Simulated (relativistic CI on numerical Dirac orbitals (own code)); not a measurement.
## Electric-dipole lines of Zn

These numbers are calculated, not measured: Dirac-Coulomb-Breit CI, KLI orbitals optimised for each configuration, model QED (radiative potential, 1s self-energy scaled to tabulated hydrogen-like ionisation energies), valence Slater integrals scaled by 0.85, P86 correlation estimate, and configurations built on the next ion tied to the tabulated ionisation energy (semi-empirical) (own radial code, finite nucleus).

Configurations in the expansion (outside the closed core [Ar] 3d10): 4s², 4s4p, 4s5s, 4s4d, 4s5d, 4s5p, 4s6s, 4s4f, 4s5f, 4p², 4s6p, 4s5g, 4s6d, 4s6g, 4d². Levels of other configurations are missing.

```tsv
λ vac (Å)	Lower	Upper	A (s⁻¹)	E lower (eV)	E upper (eV)
1430.8	4s² ¹S0 [1]	4s6p ¹P°1 [29]	2.32e+08	0.0000	8.6652
1558.5	4s² ¹S0 [1]	4s5p ¹P°1 [15]	3.54e+08	0.0000	7.9552
2768.2	4s4p ³P°0 [2]	4s5d ³D1 [22]	3.73e+07	3.9941	8.4730
2780.6	4s4p ³P°1 [3]	4s5d ³D2 [23]	5.01e+07	4.0141	8.4731
2780.6	4s4p ³P°1 [3]	4s5d ³D1 [22]	2.74e+07	4.0141	8.4730
2805.7	4s4p ³P°2 [4]	4s5d ³D3 [24]	6.56e+07	4.0542	8.4732
2805.8	4s4p ³P°2 [4]	4s5d ³D2 [23]	1.61e+07	4.0542	8.4731
2805.9	4s4p ³P°2 [4]	4s5d ³D1 [22]	1.76e+06	4.0542	8.4730
3377.2	4s4p ³P°0 [2]	4s4d ³D1 [12]	8.67e+07	3.9941	7.6654
3395.5	4s4p ³P°1 [3]	4s4d ³D2 [13]	1.17e+08	4.0141	7.6656
3395.7	4s4p ³P°1 [3]	4s4d ³D1 [12]	6.45e+07	4.0141	7.6654
3432.9	4s4p ³P°2 [4]	4s4d ³D3 [14]	1.54e+08	4.0542	7.6659
3433.2	4s4p ³P°2 [4]	4s4d ³D2 [13]	3.83e+07	4.0542	7.6656
3433.4	4s4p ³P°2 [4]	4s4d ³D1 [12]	4.24e+06	4.0542	7.6654
4371.4	4s4p ³P°1 [3]	4s5s ¹S0 [7]	9.01e+03	4.0141	6.8504
4802.5	4s4p ³P°0 [2]	4s5s ³S1 [6]	1.53e+07	3.9941	6.5758
4840.0	4s4p ³P°1 [3]	4s5s ³S1 [6]	4.55e+07	4.0141	6.5758
4916.9	4s4p ³P°2 [4]	4s5s ³S1 [6]	7.45e+07	4.0542	6.5758
```

Terms are leading LS components. Brackets give the number of a level in order of energy, since labels repeat. The list gives strong lines, with weight on those to low levels, without configurations that were not tied to measured data, without lines whose two gauges differ by over a factor of 2.5, among the lowest 48 of 59 levels, so that lines to higher ones, which can be the strongest, are missing, and without lines across small gaps between configurations, and without 39 lines that miss the measured interval by over 3.5 %, start from a term whose rates miss tabulated ones by over 60 %, have gauges far apart or, lacking measured levels, span too small a gap for the errors found; lines with a level outside our table were not tested and can miss by more. Levels whose partners in the same complex of configurations lie outside the list can be far off, and so can their lines. Rates are taken at the computed energies, electric ones in the length gauge.

Configurations that consist of the next ion and one excited electron were tied to the tabulated ionisation energy; Rydberg ones are usually within 1,000 to 3,000 cm⁻¹ and the lowest ones within about 6,000 (9,000 in d shells), while levels on excited terms of the next ion carry the error of that term, and the other configurations can be misplaced by 10,000 cm⁻¹ or more. Rates follow the energies as ν³ (E1, M1) or ν⁵ (E2), so rates, branching and lifetimes can be off by large factors. The fine structure of a lone outer electron comes out too small, for d and f at times inverted, and misplaced configurations move strength between like terms. 13 of the 13 excited levels that our extract of the measured tables holds in this range could be paired (the sources list more); they are missed by 645 cm⁻¹ on average and 1891 at most, and levels without a partner can miss by more.
